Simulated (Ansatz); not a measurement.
H₆LiNSi₂, 10 atoms. Charge 0, multiplicity 1. Correlated methods include outer-core shells of Li, which these sets cover unevenly. The bonds changed during the relaxation, so this is another structure than the one it started from. All runs use 2 threads of a server CPU on a shared host. Correlated methods freeze the cores.

Problem. Give the basis size and wall time and peak host memory of each of these runs in Ansatz. RKS ωB97M-V/def2-QZVPP energy; RHF-CCSD(T)/def2-SVP energy; RKS PBE0-D4/def2-TZVP relaxation (7 steps); RKS B2PLYP (frozen core)/def2-TZVPP energy; RHF-MP2/def2-QZVPP energy; direct RPA on PBE orbitals/def2-TZVPP energy; RKS revPBE-D4/def2-TZVPP energy; RHF-CCSD(T)/def2-TZVPP energy; RKS PBE0-D4/def2-TZVP frequencies; RKS PBE0-D4/def2-QZVPP energy; RKS CAM-B3LYP-D4/def2-TZVPP energy; RKS ωB97M-V/def2-SVP energy. (Estimate.)

Solution. Ansatz gave: Other jobs shared the machine, so times are rough.

```
                                level                   job  functions  wall time  peak host memory (GiB)
             RKS revPBE-D4/def2-TZVPP                energy        218      2.2 s                    0.28
                 RHF-CCSD(T)/def2-SVP                energy         89      2.3 s                    0.29
          RKS CAM-B3LYP-D4/def2-TZVPP                energy        218      3.6 s                    0.54
direct RPA on PBE orbitals/def2-TZVPP                energy        218      4.9 s                    0.51
                 RKS ωB97M-V/def2-SVP                energy         89      5.5 s                     0.3
  RKS B2PLYP (frozen core)/def2-TZVPP                energy        218      5.5 s                    0.51
               RKS PBE0-D4/def2-QZVPP                energy        412        8 s                     1.3
                   RHF-MP2/def2-QZVPP                energy        412       17 s                       2
                RKS PBE0-D4/def2-TZVP  relaxation (7 steps)        155       21 s                    0.35
               RKS ωB97M-V/def2-QZVPP                energy        412       21 s                     1.5
               RHF-CCSD(T)/def2-TZVPP                energy        218       43 s                     3.1
                RKS PBE0-D4/def2-TZVP           frequencies        155      110 s                    0.36
```
